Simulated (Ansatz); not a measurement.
Computed with Ansatz on PBE0-D4/def2-TZVP structures; ΔE is electronic, products minus reactants. CCSD(T)/CBS adds triple-zeta CCSD(T) − MP2 to the extrapolated MP2 energy (def2 sets, frozen cores). This one scheme is used for every species. DFT in def2-TZVPP. Each species was taken in one conformer, which may not be the lowest.

Consider the ligand exchange at the Si–O bond: `N[SiH2]OBF` + `C=CS` → `C=CS[SiH2]N` + `OBF`.

`N[SiH2]OBF`:

```xyz
10

N    -0.931    1.659    0.781
Si    0.305    0.566    0.386
O    -0.251   -0.750   -0.477
B     0.314   -1.841   -1.004
F     1.627   -2.045   -0.880
H    -1.319    2.284    0.094
H    -1.589    1.464    1.518
H     0.885    0.050    1.646
H     1.288    1.269   -0.469
H    -0.329   -2.657   -1.595
```

`C=CS`:

Z-matrix (Å, degrees):
```
C
C 1 1.327
H 1 1.082 2 120.2
H 1 1.084 2 122.3 3 -180.0
S 2 1.751 1 123.6 3 179.8
H 2 1.084 1 120.9 3 -0.0
H 5 1.340 2 96.7 1 179.1
```

`C=CS[SiH2]N`:

Cartesian coordinates in Å:
```
C -2.271 1.081 0.627
C -1.337 0.139 0.603
S 0.190 0.263 1.468
Si 1.442 -0.851 0.127
N 1.849 -0.150 -1.379
H -3.220 0.923 0.129
H -2.125 2.020 1.148
H -1.508 -0.797 0.078
H 0.728 -2.115 -0.184
H 2.679 -1.049 0.918
H 1.174 -0.160 -2.127
H 2.400 0.694 -1.408
```

`OBF`:

Z-matrix (Å, degrees):
```
B
O 1 1.344
F 1 1.332 2 120.3
H 1 1.192 2 120.1 3 -180.0
H 2 0.963 1 113.4 3 -0.0
```

```tsv
species	PBE energy (Eh)
`N[SiH2]OBF`	-547.03164
`C=CS`	-476.54392
`C=CS[SiH2]N`	-822.46752
`OBF`	-201.09781
```

**Question.** Work out ΔE.

**Answer.** ΔE = (-822.46752) + (-201.09781) − (-547.03164) − (-476.54392) = 0.01023 Eh = +26.9 kJ/mol. CCSD(T)/CBS gives +38.3 kJ/mol.

Largest T1 diagnostic among the species: 0.013.

The D4 term adds −5.8 kJ/mol with B3LYP and −3.4 kJ/mol with PBE0; it sums over pairs of atoms, weighted by their polarisabilities, and B3LYP, whose exchange is more repulsive, gets the larger term. From PBE to PBE0 (25 % exact exchange), in def2-TZVPP and without D4, ΔE moves by +4.5 kJ/mol. In def2-TZVPP, CCSD(T) changes the Hartree–Fock value by −20.9 kJ/mol (the triples alone add −4.5 kJ/mol) and MP2 by −25.3 kJ/mol.

B3LYP here is the variant with VWN-RPA as its local correlation; programs differ in this.
